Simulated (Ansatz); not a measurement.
C₄H₁₂F₂In₂O₂, SMILES `C[O+]1[In@-]([CH3])([F])[O+](C)[In@-]1([CH3])[F]`. The species carries charge 0 and has multiplicity 1. In: def2 effective core potential. The geometry is a stationary point of PBE0-D4/def2-TZVP.

```xyz
22

C     1.549    0.087   -2.186
O     0.639   -0.322   -1.175
In    1.308   -0.539    0.845
C     1.459   -2.499    1.650
F     2.659    0.876    0.983
O    -0.509    0.547    1.156
C    -0.528    1.661    2.036
In   -1.177    0.765   -0.865
C    -3.008   -0.155   -1.423
F    -0.630    2.602   -1.280
H     1.942    1.088   -1.992
H     2.386   -0.616   -2.240
H     1.049    0.087   -3.159
H     0.690   -2.637    2.410
H     2.442   -2.640    2.097
H     1.312   -3.228    0.854
H    -0.214    1.351    3.037
H     0.135    2.458    1.690
H    -1.545    2.058    2.112
H    -3.531   -0.488   -0.527
H    -2.800   -1.015   -2.059
H    -3.629    0.557   -1.965
```

What is the dipole moment at PBE/def2-TZVPP? (Estimate.)

The calculation gave: 4.74 D, with components (-2.38, -4.09, 0.35) D in this frame, pointing from negative to positive charge.

And with r2SCAN, B3LYP, ωB97M-V? (Estimate.)

Computed: r2SCAN 4.85 D, B3LYP 4.88 D, ωB97M-V 4.75 D.

Give the Mulliken charges with PBE, B3LYP, r2SCAN in def2-TZVPP. (An estimate is asked.)

Ansatz gave: 
```
atom    PBE  B3LYP  r2SCAN
  C1  -0.15  -0.14    0.00
  O2  -0.54  -0.63   -0.62
 In3   1.03   1.17    1.09
  C4  -0.59  -0.60   -0.47
  F5  -0.47  -0.52   -0.51
  O6  -0.54  -0.63   -0.62
  C7  -0.15  -0.14    0.00
 In8   1.03   1.17    1.09
  C9  -0.59  -0.60   -0.47
 F10  -0.47  -0.52   -0.51
 H11   0.15   0.15    0.11
 H12   0.09   0.09    0.05
 H13   0.09   0.09    0.05
 H14   0.12   0.12    0.09
 H15   0.14   0.14    0.10
 H16   0.12   0.12    0.10
 H17   0.09   0.09    0.05
 H18   0.15   0.15    0.11
 H19   0.09   0.09    0.05
 H20   0.12   0.12    0.09
 H21   0.12   0.12    0.09
 H22   0.14   0.14    0.10
```

B3LYP here is the variant with VWN-RPA as its local correlation; programs differ in this.
